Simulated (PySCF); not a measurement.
W(O)(NH)(F)(Cl) (ClFHNOW), SMILES [NH]=[W](=[O])([F])[Cl], multiplicity 1. Coordinates come from a PBE0-D3(BJ)/def2-SVP optimisation. The multiplicity is an assumed one; no other spin state was optimised. The structure was generated by enumeration; whether it is a known compound was not checked. The def2 effective core potentials stand for the cores of W; spin–orbit coupling is left out.

Task: Give the equilibrium geometry at PBE0-D3(BJ)/def2-SVP (PySCF confirms it by a frequency run) as a Z-matrix. (Estimate from the structure and the level; the computed values follow.)

Result: 
```
W
O 1 1.6941
N 1 1.7371 2 107.41
H 3 1.0170 1 149.98 2 1.71
F 1 1.8675 2 109.73 3 -116.97
Cl 1 2.2822 2 108.43 3 115.31
```
Charge 0, spin multiplicity 1.
